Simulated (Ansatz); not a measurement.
C3H9ClGe, charge +1, doublet, at a GFN2-xTB geometry (a state made from the parent by changing its charge; the spin is typed, not shown lowest); HF/def2-SVPD run with Ansatz (a first-principles code).

Ansatz was given this input:
Ansatz 0.2 input:
```yaml
crystal:
  periodic: [false, false, false]
  atoms:
    - {symbol: C, position_ang: [-0.79832836, 1.63350543, -1.14258380]}
    - {symbol: Ge, position_ang: [-0.07027058, 0.02770126, -0.23231321]}
    - {symbol: C, position_ang: [1.63686824, -0.80349619, -1.04529117]}
    - {symbol: C, position_ang: [-1.24063450, -1.67354742, -0.27864399]}
    - {symbol: Cl, position_ang: [0.35549585, 0.40607379, 1.79514818]}
    - {symbol: H, position_ang: [-1.01299556, 1.42270273, -2.18754246]}
    - {symbol: H, position_ang: [-1.71450687, 1.95290625, -0.64724483]}
    - {symbol: H, position_ang: [-0.07725723, 2.44795046, -1.08345391]}
    - {symbol: H, position_ang: [1.96700529, -1.62399928, -0.41633254]}
    - {symbol: H, position_ang: [1.40104496, -1.13936210, -2.04979491]}
    - {symbol: H, position_ang: [2.36268877, 0.00504959, -1.05426793]}
    - {symbol: H, position_ang: [-1.35645007, -1.97312739, -1.31512114]}
    - {symbol: H, position_ang: [-2.18838683, -1.37102865, 0.15826585]}
    - {symbol: H, position_ang: [-0.76334571, -2.44955723, 0.31110930]}
basis:
  gaussian:
    orbitals: def2-SVPD
hamiltonian:
  xc: hf
total_charge: 1
magnetization: {spin_polarized: true, initial_magnetization: 1}
```

Problem. Write the output that Ansatz gives for this input, abridged.

Solution. 
```
Functional definition: HF
2075 factors; their error is unknown
mean field evaluation 1: about -72185.7371 eV, gradient 2.5e1 eV
mean field evaluation 2: about -72188.9824 eV, gradient 1.0e1 eV
mean field evaluation 4: about -72189.5819 eV, gradient 1.3e0 eV
mean field evaluation 8: about -72189.6149 eV, gradient 1.2e-1 eV
mean field evaluation 16: about -72186.8989 eV, gradient 2.5e1 eV
mean field evaluation 32: about -72189.7853 eV, gradient 3.3e0 eV
mean field evaluation 64: about -72189.4696 eV, gradient 4.9e-1 eV
mean field -72190.76289569 eV, -2652.9616037600 hartree, gradient 1.3e-5 eV, S^2 0.804385; 0 other end points of the search recorded, 0 dependent functions left out
reference -72190.76289569 eV, -2652.9616037600 hartree; 38, 37 occupied and 159, 160 virtual orbitals, 2075 factors
Total energy: -72190.76289569 eV, -2652.9616037600 hartree
```
